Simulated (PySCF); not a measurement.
Al(All)(F)(OH) (C3H6AlFO), SMILES C=C[CH2][Al]([OH])[F]. Geometry: PBE-D3(BJ)/def2-SVP. The structure was generated by enumeration; whether it is a known compound was not checked. Other conformers were not sampled.

Problem. Give the equilibrium geometry at PBE-D3(BJ)/def2-SVP (PySCF confirms it by a frequency run) as a Z-matrix. (Estimate from the structure and the level; the computed values follow.)

Solution. One answer among several that fit: 
```
C
C 1 1.3562
H 2 1.1000 1 121.09
H 2 1.1036 3 117.16 1 179.04
H 1 1.1063 2 117.74 3 -1.82
C 1 1.5034 5 115.87 2 174.21
H 6 1.1043 1 113.45 5 21.72
H 6 1.1082 7 110.71 1 -128.26
Al 6 1.9505 7 116.46 8 -126.99
F 9 1.6830 6 119.32 7 149.14
O 9 1.7133 10 119.89 6 -176.35
H 11 0.9701 9 121.98 10 6.19
```
